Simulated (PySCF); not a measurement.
Coordinates in bohr (charge 0 multiplicity 2):
```
Ir    0.0000    0.0000   -1.2207
O     0.0000    0.0000   -4.3826
I    -4.1032    0.0000    1.2043
I     4.1032    0.0000    1.2043
```

These are results of UPBE0 in PySCF with Ir def2-SVP with ECP60, O def2-SVP, I def2-SVP with ECP28; scalar-relativistic core potentials, no spin–orbit coupling; density-fitted integrals, not measurements.

This geometry of IrOI₂ is a stationary point at this level.

(1) What is the point group?

(2) Is it a minimum?

(3) Which band is strongest in the infrared?

(4) What are the dipole moment and the gap between the highest occupied and lowest empty levels of either spin?

Results:

(1) C2v.

(2) Yes: all harmonic wavenumbers are real, though the softest, 54 cm⁻¹, leaves little margin.

(3) 1022 cm⁻¹ (a1), 107 km/mol.

(4) 1.24 D and 3.05 eV.

Only a few start shapes were tried, so a lower isomer may exist. Other spin states or occupations of the open shell can lie lower. No spin–orbit coupling is included, which matters more the heavier the element.
